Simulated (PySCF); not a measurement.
TiOBr, SMILES [O]=[Ti][Br] (connectivity only; charge and spin as stated), neutral, multiplicity 2. Atoms are numbered in the order given.

```xyz
3

Ti     0.3573     1.1450     0.0000
O     -0.6440     2.4156     0.0000
Br    -0.0774    -1.2719     0.0000
```
Charge 0, spin multiplicity 2.

Coordinates come from a B3LYP-D3(BJ)/def2-TZVP optimisation. The spin state was assumed, not searched.

Computed with TDA-ωB97X/def2-SVPD run with PySCF 2.14.0.

Vertical excitations. 

Computed excitation energies, oscillator strengths and character:
```
state    energy (eV)  λ (nm)      f                                                                                                        main pairs
-------  -----------  ------  -----  ----------------------------------------------------------------------------------------------------------------
root 1          0.32    3880  0.000                                                                                                α HOMO→LUMO+1 84 %
root 2          1.16    1067  0.001                                                                                                  α HOMO→LUMO 77 %
root 3          1.82     680  0.002                                                                            α HOMO→LUMO+2 69 %, α HOMO→LUMO+6 21 %
root 4          2.41     514  0.001                                                                                                α HOMO→LUMO+3 73 %
root 5          4.36     284  0.001                                      α HOMO→LUMO+5 21 %, α HOMO→LUMO+4 20 %, α HOMO→LUMO+9 16 %, α HOMO→LUMO 13 %
root 6          4.47     277  0.001  α HOMO−1→LUMO 21 %, α HOMO−6→LUMO 9 %, α HOMO−3→LUMO 7 %, β HOMO→LUMO 21 %, β HOMO−2→LUMO 8 %, β HOMO−5→LUMO 8 %
root 7          4.77     260  0.014                                                                              α HOMO−1→LUMO 29 %, β HOMO→LUMO 41 %
root 8          4.91     252  0.001                                 α HOMO−4→LUMO 31 %, α HOMO−2→LUMO 14 %, α HOMO−1→LUMO+1 13 %, α HOMO−6→LUMO+1 5 %
root 9          4.92     252  0.000           α HOMO−1→LUMO+1 25 %, α HOMO−4→LUMO 13 %, α HOMO−6→LUMO+1 12 %, α HOMO−3→LUMO+1 10 %, β HOMO−1→LUMO 7 %
root 10         4.95     251  0.001                                                        α HOMO−5→LUMO 50 %, α HOMO−3→LUMO 11 %, β HOMO−4→LUMO 11 %
```
Unrestricted roots are not spin-pure.
